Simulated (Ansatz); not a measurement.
Abridged output of a molecular run in Ansatz:

```
Functional definition: HF
1054 factors; integrals over basis functions are off by at most 1.4e-3 eV
mean field evaluation 1: about -12970.3950 eV, gradient 3.9e1 eV
mean field evaluation 2: about -12970.3991 eV, gradient 3.9e1 eV
mean field evaluation 4: about -12974.2133 eV, gradient 3.6e0 eV
mean field evaluation 8: about -12974.2587 eV, gradient 6.3e-4 eV
mean field -12974.25871310 eV, -476.7952134380 hartree, gradient 1.4e-6 eV, S^2 0.000000; 0 other end points of the search recorded, 0 dependent functions left out
9 core orbitals not correlated: weight in the atoms' cores, before any rotation towards them, 1.000 or more for the frozen orbitals, at most 0.000 for the correlated occupied ones
reference -12974.25871310 eV, -476.7952134380 hartree; 14, 14 occupied and 81, 81 virtual orbitals, 1054 factors
second order -18.76650338 eV of doubles, -0.00000000 eV of singles
cycle   1  -19.31087844 eV  change   -5.4e-1 eV  update   1.0e-1
cycle   2  -19.82672875 eV  change   -5.2e-1 eV  update   3.2e-2
cycle   3  -19.95708318 eV  change   -1.3e-1 eV  update   1.7e-2
cycle   4  -19.95268869 eV  change    4.4e-3 eV  update   4.3e-3
cycle   5  -19.95178684 eV  change    9.0e-4 eV  update   1.7e-3
cycle   6  -19.95184425 eV  change   -5.7e-5 eV  update   4.8e-4
cycle   7  -19.95160146 eV  change    2.4e-4 eV  update   1.5e-4
cycle   8  -19.95158482 eV  change    1.7e-5 eV  update   4.9e-5
cycle   9  -19.95158077 eV  change    4.0e-6 eV  update   1.8e-5
perturbative correction -0.68157860 eV, -0.0250475515 hartree
Total energy: -12994.89187247 eV, -477.5534680591 hartree
```

Its atoms:

Z-matrix (Å, degrees):
```
Si
N 1 1.688
C 1 1.808 2 126.7
N 1 1.698 2 121.8 3 57.7
H 1 1.478 2 106.6 3 -158.5
H 2 1.005 1 122.4 3 158.8
H 2 1.005 1 124.0 3 -17.8
C 3 1.328 1 162.4 2 -80.5
H 4 1.007 1 158.1 2 95.1
H 8 1.082 3 120.2 1 3.2
H 8 1.086 3 121.9 1 -176.9
```

(1) Which basis set was used?
A. def2-SVPD
B. def2-TZVPP
C. def2-SVP
D. cc-pV(Q+d)Z

(2) Write the keys of the input that set method, charge and spin (a neutral closed shell needs none for the last two).

Answers

(1) C. It gives 104 functions.

(2) 
```yaml
correlation: {method: ccsd_t}
```
